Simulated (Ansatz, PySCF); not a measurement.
Process, species as SMILES: CN(C)[Si](Cl)(Cl)Cl + 2 N (NH3) + 3 [SiH4] (SiH4) -> 2 CN (CH5N) [methanamine] + N[SiH3] + 3 [SiH3]Cl [chlorosilane]
Geometries: B3LYP-D3(BJ)/def2-TZVP minima from Ansatz (an electronic-structure program), one conformer each, not searched for the lowest. Frequencies are from Ansatz or PySCF.

Property: bond separation energy (enthalpy at 298 K, with B3LYP-D3(BJ) rigid-rotor harmonic-oscillator terms), in kcal/mol. Correlated levels leave the core frozen unless marked. No spin-orbit coupling. Non-relativistic. Basis-set limits of correlation are two-point, X^-3; Hartree-Fock from the larger set. [CCSD(T)-MP2]/basis is that difference in the basis named.

```
level               program  bond separation energy (kcal/mol)
------------------  -------  ---------------------------------
PBE0/def2-QZVPP      Ansatz                               12.6
RI-MP2/cc-pV(T+d)Z   Ansatz                               18.8
SCS-MP2/6-31G        Ansatz                                8.8
SCS-MP2/6-31G*       Ansatz                               16.1
```

Question: Estimate the value at RI-MP2/CBS(aug-cc-pV(T+d)Z,aug-cc-pV(Q+d)Z)+[CCSD(T)-MP2]/aug-cc-pV(T+d)Z as computed with Ansatz.

Answer: 16.5 kcal/mol
